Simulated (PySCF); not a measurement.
**Structure elucidation problem**

Molecular formula: C$_{7}$H$_{4}$F$_{4}$. Simulated spectra:

¹H NMR (300 MHz, computed): δ 8.02 (m, 1H), 7.86 (m, 1H), 7.53 (m, 1H), 7.52 (m, 1H).

¹³C{¹H} NMR (computed): δ 170.9 (C), 139.5 (CH), 133.5 (CH), 132.3 (C), 128.7 (CH), 125.8 (C), 123.0 (CH).

- GFN2-xTB geometry
- NMR shieldings at PBE0/pcSseg-1/GIAO
- program: PySCF
- averaged over atoms made equivalent by symmetry, fast rotation or ring inversion, no solvent, non-relativistic, a single conformation

δ = σ(ref) − σ, references computed at the same level: ¹H (σref 31.72) and ¹³C (σref 186.93) against TMS.

**Question.** Choose the structure that fits.
A. Fc1ccccc1C(F)(F)F
B. Fc1ccc(C(F)(F)F)cc1
C. FCCC#CC#CC(F)(F)F

**Answer.** A. 

1. The formula gives 4 degrees of unsaturation (1 ring in the answer).
2. 7 carbon signals for 7 carbons: no two carbons are equivalent.
3. Carbon types of the structure: 3 × C, 4 × CH, which accounts for all hydrogens.
4. δC 170.9: aromatic carbon bearing fluorine; the electronegative substituent deshields the carbon that carries it.
5. δC 139.5, 133.5, 128.7, 123.0: aromatic CH.
6. δC 132.3: CF3 carbon; 3 electronegative neighbours deshield it.
7. δC 125.8: substituted aromatic carbon.
8. δH 8.02, 7.86, 7.53, 7.52: hydrogen on an aromatic CH; aromatic region.

The others: Fc1ccc(C(F)(F)F)cc1 would give 5 carbon signals, not 7; FCCC#CC#CC(F)(F)F would give 2 signals for carbon-bound and other non-exchanging H, not 4.

Splittings by ¹⁹F in the carbon and heteronuclear signals aren't shown, as no couplings were computed. Shifts are as computed. Against solution values, carbons near 30 ppm lie about +3 ppm off and those near 130 ppm about +5 ppm. Of 1211 compounds with measured shifts, 218 miss one by over three times the rms of a fit or turn the order of signals round; such compounds aren't used in these exercises. No couplings were computed; multiplicities are counted from neighbouring protons, with m where these are inequivalent, close in shift, in a saturated or five-membered ring or joined by F or P, and br s for small geminal =CH2 splittings.
